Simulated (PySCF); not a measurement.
## A small calculation by hand: chemical shift, span and skew from a shielding tensor

CH5BrO2Si, SMILES C[Si](O)(O)Br. Atoms are numbered in the order given.

```xyz
10

C      2.1986    -0.0230    -0.5484
Si     0.3768     0.2496    -0.7247
O     -0.3233    -0.6311    -1.9439
O      0.1414     1.8598    -1.0011
Br    -0.6601    -0.3922     1.1841
H      2.6059     0.6138     0.2513
H      2.7076     0.2306    -1.4920
H      2.4134    -1.0739    -0.3035
H     -0.8802    -1.3739    -1.6838
H     -0.7555     2.1423    -1.2182
```
Charge 0, spin multiplicity 1.

Geometry optimised at B3LYP-D3(BJ)/def2-SVP. Other conformers were not sampled.

GIAO shieldings from PBE0/pcSseg-1 (PySCF), non-relativistic, no solvent. The symmetric part of the tensor of C1 has the principal values 173.1, 176.3, 194.1 ppm. The same nucleus in TMS has σ = 186.3 ppm at this level (PySCF, at its B3LYP-D3(BJ)/def2-TZVP geometry). Without spin–orbit terms, shifts of atoms bonded to Cl or Br come out too high.

Problem. Work out the isotropic shielding, the ¹³C shift against TMS, the span and the skew.

Solution. 
σ(iso) = (σ11 + σ22 + σ33)/3 = 181.2 ppm. δ = σ(ref) − σ(iso) = 186.3 − (181.2) = 5.1 ppm.
Span Ω = σ33 − σ11 = 21.0 ppm. Skew κ = 3(σ(iso) − σ22)/Ω = 0.70. Tumbling in solution averages the tensor to δ; in a static solid the shielding alone would spread this spin-1/2 line over Ω.
